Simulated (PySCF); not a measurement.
H5AlO5Si, SMILES [OH][Al]([OH])[Si](O)(O)O, CAM-B3LYP/def2-SVP optimised geometry.

```
12

Si    -0.79    -0.78     0.00
O     -1.17    -1.59     1.41
O     -1.28     0.80     0.00
O      0.87    -0.78     0.00
Al    -1.92    -1.79    -1.87
O     -3.28    -2.71    -1.42
O     -1.40    -1.62    -3.47
H     -2.07    -1.92     1.48
H     -0.78     1.42     0.55
H      1.28    -1.42     0.59
H     -3.92    -3.20    -1.94
H     -1.74    -1.93    -4.31
```

Density from CAM-B3LYP/def2-TZVP (PySCF 2.14.0) at that geometry.

Minimum of the electron density along straight lines between bonded atoms, close to the bond critical point (lines longer than 1.1 times the sum of covalent radii, or with two minima, are not listed):

```
bond     length / Å  ρ at the minimum / e bohr⁻³  ∇²ρ there / e bohr⁻⁵  position (fraction from the first atom)
-------  ----------  ---------------------------  --------------------  ---------------------------------------
Si1–O2        1.667                        0.134                  0.73                                     0.41
Si1–O3        1.657                        0.137                  0.75                                     0.41
Si1–O4        1.659                        0.137                  0.76                                     0.41
Si1–Al5       2.412                        0.072                  0.02                                     0.64
Al5–O6        1.702                        0.107                  0.78                                     0.43
Al5–O7        1.692                        0.109                  0.80                                     0.43
O2–H8         0.964                        0.351                 -2.38                                     0.81
O3–H9         0.965                        0.349                 -2.36                                     0.81
O4–H10        0.964                        0.351                 -2.38                                     0.81
O6–H11        0.959                        0.355                 -2.41                                     0.81
O7–H12        0.958                        0.356                 -2.43                                     0.81
```
